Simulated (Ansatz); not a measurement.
Reaction (ligand exchange at the Si–C bond): `N[SiH2]C=O` + `B[TeH]` → `B[Te][SiH2]N` + `C=O`

Isolated molecules relaxed with PBE0-D4/def2-TZVP in Ansatz; ΔE leaves out vibrations. CBS: MP2 limit from def2 TZ/QZ plus the TZ coupled-cluster correction, frozen cores. This one scheme is used for every species. DFT in def2-TZVPP. B3LYP here is the variant with VWN-RPA as its local correlation; programs differ in this. Elements past krypton have def2 core potentials. For Te outer-core shells are correlated without core-valence functions, which leaves a few kJ/mol of doubt a bond. One conformer a species, not always the lowest.

(1) Is it downhill or uphill in electronic energy at CCSD(T)/CBS, and by how much? (Best estimate.)

(2) What do these levels give: LDA (SPW92), BLYP-D4, r2SCAN0-D4, PBE, BLYP, B3LYP, BHLYP, RPA@PBE/def2-TZVPP, CCSD(T)/def2-SVP, HF/def2-TZVPP, HF/def2-QZVPP, MP2/def2-QZVPP? (An estimate is asked.)

Largest T1 diagnostic among the species: 0.015.

## Answers

(1) The calculation gave: Downhill: ΔE = -74.9 kJ/mol.

(2) The calculation gave: LDA (SPW92) -64.0, BLYP-D4 -67.7, r2SCAN0-D4 -74.3, PBE -69.2, BLYP -60.9, B3LYP -63.5, BHLYP -65.0, RPA@PBE/def2-TZVPP -68.6, CCSD(T)/def2-SVP -73.6, HF/def2-TZVPP -66.7, HF/def2-QZVPP -66.3, MP2/def2-QZVPP -84.3 kJ/mol.

From BLYP to BHLYP (50 % exact exchange), in def2-TZVPP and without D4, ΔE moves by −4.1 kJ/mol. In def2-TZVPP, CCSD(T) changes the Hartree–Fock value by −4.8 kJ/mol (the triples alone add −2.1 kJ/mol) and MP2 by −15.7 kJ/mol. The D4 term adds −6.5 kJ/mol with B3LYP and −3.8 kJ/mol with PBE0; it sums over pairs of atoms, weighted by their polarisabilities, and B3LYP, whose exchange is more repulsive, gets the larger term.
